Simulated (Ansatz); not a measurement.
Spectroscopic constants of I$_{2}$, closed-shell singlet (the spin of the measured ground state). No spin–orbit coupling.

D_e counts from the fitted minimum to each atom's lowest state at the same level, without counterpoise. The singlet is restricted.

Correlated levels freeze the inner cores; with def2 sets outer-core shells near the valence are correlated too. CBS: X⁻³ extrapolation of the correlation energy, Hartree–Fock from the larger set.

Programs: Ansatz (a quantum-chemistry and plane-wave program).  In def2 rows elements past Kr take small-core potentials, without spin–orbit coupling.

PBE/def2-TZVPP gives 212.6 kJ/mol for the bond energy D_e.

Problem. Where do these levels fall relative to PBE: r2SCAN/def2-TZVPP, B3LYP/def2-TZVPP, wB97M-V/def2-TZVPP, B2PLYP/def2-TZVPP, CCSD(T)/CBS(def2-TZVPP, def2-QZVPP).

Solution. r2SCAN/def2-TZVPP -18.9; B3LYP/def2-TZVPP -32.4; wB97M-V/def2-TZVPP -35.1; B2PLYP/def2-TZVPP -30.8; CCSD(T)/CBS(def2-TZVPP, def2-QZVPP) -3.5 kJ/mol. 0 of 5 lie above PBE; the widest gap is to wB97M-V/def2-TZVPP.
